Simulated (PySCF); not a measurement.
## Radial density of Li (lithium, neutral)

CAM-B3LYP, [He] 2p1, 2P determinant (an excited configuration). Computed with PySCF 2.14 in aug-cc-pVQZ, with the non-relativistic Hamiltonian (point nucleus).

```json
{"r (bohr)": "0.00938", "4πr²ρ (e/bohr)": "0.01419", "4πr²(ρα − ρβ)": "0.0000"}
{"r (bohr)": "0.0158", "4πr²ρ (e/bohr)": "0.03857", "4πr²(ρα − ρβ)": "0.0000"}
{"r (bohr)": "0.0265", "4πr²ρ (e/bohr)": "0.1024", "4πr²(ρα − ρβ)": "-0.0001"}
{"r (bohr)": "0.0446", "4πr²ρ (e/bohr)": "0.2600", "4πr²(ρα − ρβ)": "-0.0002"}
{"r (bohr)": "0.0751", "4πr²ρ (e/bohr)": "0.6148", "4πr²(ρα − ρβ)": "-0.0004"}
{"r (bohr)": "0.126", "4πr²ρ (e/bohr)": "1.288", "4πr²(ρα − ρβ)": "-0.0007"}
{"r (bohr)": "0.212", "4πr²ρ (e/bohr)": "2.221", "4πr²(ρα − ρβ)": "-0.0007"}
{"r (bohr)": "0.357", "4πr²ρ (e/bohr)": "2.795", "4πr²(ρα − ρβ)": "0.0009"}
{"r (bohr)": "0.601", "4πr²ρ (e/bohr)": "2.140", "4πr²(ρα − ρβ)": "0.0084"}
{"r (bohr)": "1.01", "4πr²ρ (e/bohr)": "0.7691", "4πr²(ρα − ρβ)": "0.0338"}
{"r (bohr)": "1.70", "4πr²ρ (e/bohr)": "0.1726", "4πr²(ρα − ρβ)": "0.0999"}
{"r (bohr)": "2.86", "4πr²ρ (e/bohr)": "0.1941", "4πr²(ρα − ρβ)": "0.1927"}
{"r (bohr)": "4.81", "4πr²ρ (e/bohr)": "0.1719", "4πr²(ρα − ρβ)": "0.1719"}
{"r (bohr)": "8.09", "4πr²ρ (e/bohr)": "0.03993", "4πr²(ρα − ρβ)": "0.0399"}
{"r (bohr)": "13.6", "4πr²ρ (e/bohr)": "0.001056", "4πr²(ρα − ρβ)": "0.0011"}
```
